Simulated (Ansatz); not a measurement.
Molecule: AgH, net charge 0, singlet state. 
Structure (B3LYP-D3(BJ)/def2-TZVP (Ansatz, a first-principles code) minimum search):
```
Ag
H 1 1.6191
```
Charge 0, spin multiplicity 1.

Total electronic energies in hartree. Correlated levels leave the core frozen unless marked. No spin-orbit coupling. The frozen core is the preceding noble-gas configuration, with the filled d and f shells of earlier blocks. Past Kr the def2 sets carry scalar-relativistic core potentials. STO-3G rows are all-electron and non-relativistic. CBS marks a two-point X^-3 extrapolation of the correlation energy; Hartree-Fock from the larger set.

The T1 diagnostic of CCSD in the largest basis is 0.030, which is high, so the coupled-cluster rows are less sure than usual.

| level | program | energy (Eh) |
|---|---|---|
| HF/def2-TZVPP | Ansatz | -146.65953 |
| RI-HF/def2-QZVPP | Ansatz | -146.66169 |
| SVWN5/def2-TZVPD | Ansatz | -147.29689 |
| BLYP/def2-TZVPD | Ansatz | -147.53165 |
| B3LYP/def2-TZVPD | Ansatz | -147.61824 |
| PBE0/STO-3G | Ansatz | -5148.72645 |
| BHLYP-D4/def2-TZVPD | Ansatz + dftd4 | -147.45760 |
| BHLYP/def2-TZVPD | Ansatz | -147.45696 |
| PBE-QIDH/def2-TZVPD | Ansatz | -147.35711 |
| CCSD/def2-TZVPPD | Ansatz | -147.05710 |
| CCSD(T)/def2-SVP | Ansatz | -146.89114 |
| CCSD(T)/def2-SVPD | Ansatz | -146.89665 |
| CCSD(T)/def2-TZVPP | Ansatz | -147.07176 |
| CCSDT(Q)/def2-SVP | Ansatz | -146.89091 |
| CCSD(T)/CBS(def2-TZVPPD,def2-QZVPPD) | Ansatz | -147.1333 |

Totals of different functionals don't rank their quality; only differences between species are comparable.
